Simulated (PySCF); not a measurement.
C2H7FSi2, SMILES F[SiH2]/C=C\[SiH3].

Geometry: B3LYP-D3(BJ)/def2-SVP. The structure was generated by enumeration; whether it is a known compound was not checked. One conformer was computed; it need not be the lowest.

Level of theory: PySCF with PBE/def2-TZVP.

Isolated molecule, no solvent.

**Question.** Estimate the frontier levels, gap, dipole moment and polarisability. (An estimate is asked for; the answer gives what the named calculation found.)

**Answer.** 
The highest occupied level comes out as -6.99 eV and the lowest empty level is -2.24 eV. The orbital gap is 4.75 eV, the dipole moment comes out as 0.395 e·Å and the quadrupole, principal values (traceless, Buckingham form, about the centre of nuclear charge) is -2.02, 0.07, 1.95 D·Å. The mean static polarisability is 78.8 bohr³ (11.67 Å³) and the polarisability, principal values is 62.1, 72.4, 101.7 bohr³.
